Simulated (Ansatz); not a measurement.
3-fluoro-3-methyloxetane (C₄H₇FO), SMILES CC1(F)COC1.

Geometry: PBE0-D3(BJ)/def2-SVP.

Two levels are set side by side: PBE/def2-SVPD (Ansatz, a quantum-chemistry and plane-wave program) and PBE0/def2-SVPD (Ansatz). Energy differences of separate SCF runs at the same geometry; the states with an electron removed or added have multiplicity 2 and 2. Differences are taken from unrounded values.

| quantity | PBE |
|---|---|
| vertical ionisation energy (eV) | 9.63 |
| vertical singlet–triplet gap (eV) | 6.22 |

Task: These are the PBE values. What does PBE0 give? (Estimate from the structure and the level; the computed values follow.)

Result: 
```json
[
 {"quantity": "vertical ionisation energy (eV)", "PBE0": "9.93", "PBE minus PBE0": "-0.29"},
 {"quantity": "vertical singlet–triplet gap (eV)", "PBE0": "6.64", "PBE minus PBE0": "-0.43"}
]
```
